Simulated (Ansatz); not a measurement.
Species: sum formula H$_{5}$SiN$_{2}$O, net charge 0, doublet state. It need not be the lowest isomer of its formula. SMILES: N[Si](N)O
Geometry from a B3LYP-D3(BJ)/def2-TZVP (Ansatz, a first-principles code) optimisation:
```xyz
9

Si     0.0954    -0.2362    -0.2920
O      1.5414     0.1984     0.4137
N     -0.9024     0.9846    -0.9698
N     -0.7773    -0.8501     1.0520
H      2.2802     0.3338    -0.1849
H     -1.3505     1.6830    -0.3924
H     -0.8036     1.2814    -1.9260
H     -0.2994    -1.3769     1.7663
H     -1.7348    -1.1426     0.9406
```
Charge 0, spin multiplicity 2.

Parts of the frozen-core correlation energy in cc-pV(T+d)Z (Ansatz, hartree). Frozen orbitals: 8; correlated occupied orbitals by spin: 13 and 12; virtual: 178 and 179. UHF or UKS for open shells. No spin-orbit coupling. No relativistic terms.

```tsv
term	value
reference (HF)	-475.77950
MP2 opposite-spin	(withheld)
MP2 same-spin	(withheld)
CCSD correlation	-0.79500
(T)	(withheld)
T1 diagnostic	0.013
largest doubles amplitude	0.015
<S^2> of the reference	0.754
```

Q: Some entries are withheld; supply them.

A: 
- MP2 opposite-spin, value: -0.58117
- MP2 same-spin, value: -0.19132
- (T), value: -0.02986
